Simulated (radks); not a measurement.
Problem. Excited configurations of Co: one electron is placed in a higher orbital outside [Ar] 3d8. The ground configuration is [Ar] 3d7 4s2. Method: scalar-relativistic Kohn-Sham, PBEsol, spin-polarised, spherical densities, point nucleus; open shells are filled with parallel spins first; computed with a radial shooting solver on a logarithmic mesh with Libxc functionals. Excitation = E - E(ground); binding = E(ion) - E, where the ion is the core of charge +1; n* = 1/sqrt(2 binding) in atomic units, and the quantum defect is n - n*.

outer orbital  excitation (eV)  binding (eV)     n*  quantum defect  eigenvalue (eV)  <r> (bohr)
4s                      -0.377         8.059  1.299           2.701           -4.881       3.017
4p                       3.553         4.129  1.815           2.185           -1.974       4.410
4d                       6.055         1.627  2.892           1.108           -0.783       10.03
4f                       6.737         0.944  3.796           0.204           -0.468       16.98
6s                       6.316         1.365  3.157           2.843           -0.870       16.15
6p                       6.603         1.079  3.552           2.448           -0.679       19.81
6f                       7.208         0.474  5.358           0.642           -0.306       43.29
7p                       6.975         0.707  4.388           2.612           -0.468       31.36
7d                       7.188         0.494  5.248           1.752           -0.327       44.55

Estimate the row for 5f.

Solution. excitation (eV) 7.029; binding (eV) 0.652; n* 4.567; quantum defect 0.433; eigenvalue (eV) -0.390; <r> (bohr) 28.88. The Delta-SCF ionisation energy is 7.682 eV (NIST Atomic Spectra Database: 7.881 eV, measured). Self-interaction in the functional shifts the binding energies and quantum defects, so they are the method's values and not measured ones. Open shells are spherical and high-spin; term and fine-structure splittings are not resolved. A negative excitation energy means that this level of theory puts the configuration below the NIST ground configuration.
